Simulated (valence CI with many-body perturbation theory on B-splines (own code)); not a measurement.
Questions on P8+

Computed by relativistic CI+MBPT: five valence electrons over a frozen Dirac-Fock core [He], radial functions for each j: 9 s, 9 p, 8 d, 6 f, 3 g, 1 h, with the one-electron correlation potential Σ1, the two-electron term Σ2, the three-electron term Σ3, Breit, model QED; selected CI, second order for the rest, scaled by the run's own slope (own B-spline code, finite nucleus).

No measured levels were compared; by estimate levels of excited configurations hold to 0.05 to 0.15 % of their energy, terms of the ground configuration to about 0.5 %. Among the levels kept, up to 2400 cm⁻¹ of a level comes from second order outside the variational space, and about a tenth of that is noise between levels of different J, which matters for small intervals.

Rates and lifetimes use the calculated energies. Strong lines usually hold to 10 to 20 %, long lifetimes can be off by a factor of two.

Task: What is the ground level?

Result: 2s²2p³ ⁴S°_3/2, composition 99 % 2s²2p³ ⁴S°, g = 1.999.

Task: Among levels below 1934300 cm⁻¹, which E1 lines absorb most strongly from the ground level?

Result: to 2s2p⁴ ⁴P_5/2 at 28.94 nm, f = 0.0829; to 2s²2p²3s ⁴P_5/2 at 5.709 nm, f = 0.0573; to 2s2p⁴ ⁴P_3/2 at 28.53 nm, f = 0.0562.

Task: Name the longest-lived excited levels whose lifetime is computed, and their main decay.

Result: 2s²2p³ ²D°_5/2 at 76749 cm⁻¹ lives 7.50 s, mostly by M1 to 2s²2p³ ⁴S°_3/2; 2s²2p³ ²D°_3/2 at 76182 cm⁻¹ lives 195 ms, mostly by M1 to 2s²2p³ ⁴S°_3/2; 2s²2p³ ²P°_1/2 at 116510 cm⁻¹ lives 10.4 ms, mostly by M1 to 2s²2p³ ⁴S°_3/2.

Task: How well does LS coupling describe the low levels?

Result: Among the lowest 20 levels the leading LS term, summed over configurations, holds 99 % on average. For single configurations the figures are 97 % in LS and 69 % in jj coupling. Terms hardly mix: every one of these levels is at least 95 % one term.

Task: Where does the other parity begin?

Result: At 2s2p⁴ ⁴P_5/2, 345500 cm⁻¹.
